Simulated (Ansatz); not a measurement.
System: AgF, charge 1, multiplicity 2. The spin state was set by rule; other spins were not relaxed. 
Coordinates optimised at B3LYP-D3(BJ)/def2-TZVP (Ansatz, a first-principles code):
```
Ag
F 1 1.9714
```
Charge +1, spin multiplicity 2.

Total electronic energies in hartree. Correlated levels leave the core frozen unless marked. UHF or UKS for open shells. No spin-orbit coupling. Frozen are the shells of the preceding noble gas and the d and f shells that filled before the atom's block. Past Kr the def2 sets carry scalar-relativistic core potentials. 

The Hartree-Fock reference is unstable (checked in the largest basis), which strains HF and MP2. 

```csv
level,program,energy (Eh)
RI-HF/def2-QZVPP,Ansatz,-245.27378
PBE/def2-TZVPD,Ansatz,-246.39019
BLYP-D3(BJ)/def2-TZVPD,Ansatz + dftd3,-246.43967
r2SCAN/def2-TZVPD,Ansatz,-246.48061
B3LYP-D4/def2-TZVPD,Ansatz + dftd4,-246.52256
PBE0-D4/def2-TZVP,Ansatz + dftd4,-246.36953
PBE0-D4/def2-TZVPD,Ansatz + dftd4,-246.37125
BHLYP-D3(BJ)/def2-TZVPD,Ansatz + dftd3,-246.34497
HSE06-D3(BJ)/def2-TZVPD,Ansatz + dftd3,-246.36667
HSE06-D4/def2-TZVPD,Ansatz + dftd4,-246.36672
LC-wPBE/def2-TZVPD,Ansatz,-246.43832
B2PLYP/def2-TZVPD,Ansatz,-246.22080
CCSD(T)/def2-QZVPP,Ansatz,-245.89704
CCSD(T)/def2-QZVPPD,Ansatz,-245.89759
```

Totals of different functionals don't rank their quality; only differences between species are comparable.
